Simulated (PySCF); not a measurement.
## Excitation energy of Xe by level of theory

Xe [Xe] (1S) → Xe [Kr] 4d10 5s1 5p6 6s1 (3S), as a difference of total energies. All numbers are calculated (PySCF 2.14, scalar relativity through the core potential, in aug-cc-pVQZ-PP with ECP28MDF (7s7p5d3f2g, 92 functions)). Correlated levels: valence: 4s2 4p6 4d10 frozen. The calculations carry no spin-orbit coupling.

```json
{"method": "UHF", "excitation energy (eV)": "23.083"}
{"method": "MP2 (valence)", "excitation energy (eV)": "21.952"}
{"method": "SCS-MP2 (valence)", "excitation energy (eV)": "21.831"}
{"method": "CCSD (valence)", "excitation energy (eV)": "20.307"}
{"method": "CCSD(T) (valence)", "excitation energy (eV)": "19.210"}
```

Problem. How much does correlation contribute at CCSD(T) (valence)?

Solution. 19.210 − (23.083) = -3.873 eV, measured against UHF.

The upper state lies above the first ionisation limit, where it may autoionise and the basis confines it. A Rydberg-like electron needs more diffuse functions than a valence basis has.

The promoted electron is Rydberg-like, and one or two diffuse shells describe it only roughly, which tends to raise the upper state.

The coupled-cluster amplitudes are large for the upper state (T1 above 0.03 or a double amplitude above 0.15), so a single reference is strained.
